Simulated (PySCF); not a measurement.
GaF3.
SMILES with atom numbers: `[F:1][Ga:2]([F:3])[F:4]`

Method: PySCF 2.14.0, PBE0-D3(BJ)/def2-SVP geometry optimisation, gas phase; density fitting, grid level 1; the optimiser is geomeTRIC in internal coordinates, started from a GFN2-xTB structure with every atom displaced at random (about 0.03 Å).

Step 5: E = -60503.8570 eV
```
atom  x, y, z in Å  |  force x, y, z in eV/Å
F1     -0.8459    1.4694   -0.0121   -0.007   0.005  -0.002
Ga2     0.0289   -0.0199   -0.0198   -0.004  -0.003   0.004
F3      1.7564   -0.0154   -0.0196    0.002   0.005  -0.001
F4     -0.8357   -1.5150   -0.0247    0.009  -0.007  -0.001
```

Step 6: E = -60503.8574 eV
```
atom  x, y, z in Å  |  force x, y, z in eV/Å
F1     -0.8447    1.4679   -0.0123   -0.013   0.014  -0.001
Ga2     0.0294   -0.0215   -0.0192    0.007   0.008   0.000
F3      1.7570   -0.0129   -0.0198   -0.003   0.001   0.001
F4     -0.8380   -1.5144   -0.0249    0.009  -0.023   0.001
```

Step 7: E = -60503.8396 eV
```
atom  x, y, z in Å  |  force x, y, z in eV/Å
F1     -0.8150    1.4353   -0.0170   -0.165   0.238   0.030
Ga2     0.0398   -0.0578   -0.0057    0.236   0.287  -0.083
F3      1.7652    0.0440   -0.0241   -0.027  -0.164   0.030
F4     -0.8863   -1.5024   -0.0293   -0.044  -0.361   0.023
```

Step 8: E = -60503.8558 eV
```
atom  x, y, z in Å  |  force x, y, z in eV/Å
F1     -0.8298    1.4522   -0.0147   -0.072   0.130   0.013
Ga2     0.0342   -0.0394   -0.0124    0.118   0.155  -0.043
F3      1.7613    0.0153   -0.0220   -0.043  -0.108   0.016
F4     -0.8619   -1.5090   -0.0271   -0.003  -0.178   0.014
```

Task: Estimate the geometry and energy of step 9. (The exact step hangs on the optimiser's Hessian estimate; all steps are aligned on step 8, rigid shifts and turns removed.)

Result: E = -60503.8595 eV, largest force 0.121 eV/Å
```
atom  x, y, z in Å  |  force x, y, z in eV/Å
F1     -0.8389    1.4593   -0.0138   -0.028   0.072   0.007
Ga2     0.0324   -0.0299   -0.0150    0.074   0.092  -0.027
F3      1.7601    0.0001   -0.0212   -0.046  -0.044   0.011
F4     -0.8498   -1.5103   -0.0263    0.001  -0.120   0.009
```

The energy changes by -0.0037 eV. The first-order estimate −F·Δx gives -0.0049 eV and the mean of the old and new forces, exact on a quadratic surface, -0.0037 eV. The step makes an angle of 53° with the force vector and moves no atom by more than 0.015 Å.

What follows is the cost of the whole optimisation. The run took 19 s wall on an Arm Neoverse V1 with one thread, no GPU, shared host, and the process peaked at 0.30 GiB of memory.
